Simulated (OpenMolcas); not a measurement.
Levels of Hf²⁺ by method

```yaml
Program: OpenMolcas
Basis: ANO-RCC-VTZP [8s7p5d3f2g1h]
Scalar_Hamiltonian: DKH2, point nucleus
Active_space: 2 electrons in 10 orbitals (5d 6d)
State_averaging: 2S+1 = 3 even, 10 roots; 2S+1 = 1 even, 15 roots
Spin-orbit_coupling: state interaction with AMFI integrals over the reference wave functions, term energies averaged over their components
```

Methods on the same reference wave functions:
A. CASSCF
B. SS-CASPT2, IPEA 0.25 Eh, imaginary shift 0.1 Eh (closed shells correlated: 5s 5p)
C. XMS-CASPT2, IPEA 0.25 Eh, imaginary shift 0.1 Eh (closed shells correlated: 5s 5p)

Energies in cm⁻¹ above 5d² ³F₂.

| Level | A | B | C |
| --- | --- | --- | --- |
| 5d² ³F₂ | 0.0 | 0.0 | 0.0 |
| 5d² ³F₃ | 3077 | 3140 | 3100 |
| 5d² ³F₄ | 6145 | 6160 | 6130 |
| 5d² ¹D₂ [56 %] | 10805 | 9780 | 10080 |
| 5d² ³P₀ | 10944 | 9790 | 9710 |
| 5d² ³P₁ | 12398 | 11350 | 11240 |
| 5d² ³P₂ [59 %] | 15688 | 14640 | 14780 |
| 5d² ¹G₄ | 16408 | 15110 | 15120 |
| 5d² ¹S₀ | 34245 | 30030 | 30700 |

Between B and C the level of the table that moves most is 5d² ¹S₀, by 670 cm-1 (lowest in B, highest in C). Moves below CASPT2's spread within the term are not significant.

From A to B the spin-free energies of the other terms of 5d² shown, above ³F, scale by factors of 0.85 to 0.88, as is usual when dynamic correlation screens the repulsion within a d or f shell.

The lowest spin-free term lies below A's lowest term by 0.209 hartree in B, 0.211 hartree in C.

CASPT2 does not keep the components of a term degenerate, so their means are used; among the terms shown or strongly mixed into the levels shown the widest spread is 480 cm-1 (5d² ³F, C). Active for correlation alone: 6d; no level in the range computed is led by a configuration that fills it, so any true level of that kind is missing. Without dynamic correlation excited terms often stand tens of per cent too high (terms of higher spin than the ground term too low), and those without a measured partner can miss by more than the paired ones (holds for A). Only configurations of the active space appear.

A share in square brackets marks a mixed level and gives the weight of the term that names it, the lowest over the columns.
